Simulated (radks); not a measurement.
The numbers below are computed, except where a source is named.
Neutral iron, configuration [Ar] 3d6 4s1 6f1 (not the ground configuration).

Code: a radial shooting solver on a logarithmic mesh with Libxc functionals. Model: non-relativistic Kohn-Sham, SCAN, spin-unpolarised, spherical densities, point nucleus; meta-GGA in the generalised Kohn-Sham scheme.

Energy parts (hartree):
total: -1263.28043
kinetic: 1262.29679
electron-nucleus: -2998.69577
Hartree: 528.35875
exchange-correlation: -55.24019

Orbitals (lengths in bohr, moments of r in powers of bohr; r(max) is where P^2 peaks; r(90%) holds 90 % of the orbital's charge):
| orbital | occ. | eigenvalue (hartree) | r(max) | r(90%) | <r> | <r^2> |
|---|---|---|---|---|---|---|
| 1s | 2 | -255.9746 | 0.03897 | 0.105 | 0.05916 | 0.004694 |
| 2s | 2 | -30.26651 | 0.2249 | 0.417 | 0.2694 | 0.08567 |
| 2p | 6 | -26.10034 | 0.1811 | 0.387 | 0.2366 | 0.06871 |
| 3s | 2 | -3.79289 | 0.7083 | 1.22 | 0.8188 | 0.7731 |
| 3p | 6 | -2.55182 | 0.7174 | 1.33 | 0.8611 | 0.8737 |
| 3d | 6 | -0.56821 | 0.7131 | 1.93 | 1.104 | 1.613 |
| 4s | 1 | -0.41999 | 2.338 | 4.09 | 2.749 | 8.623 |
| 6f | 1 | -0.00921 | 54.22 | 65.2 | 47.65 | 2559 |

The highest occupied level is 6f at -0.251 eV. The density falls to 0.001 e/bohr^3 at r = 3.90 bohr. Virial ratio -V/T = 2.00078.
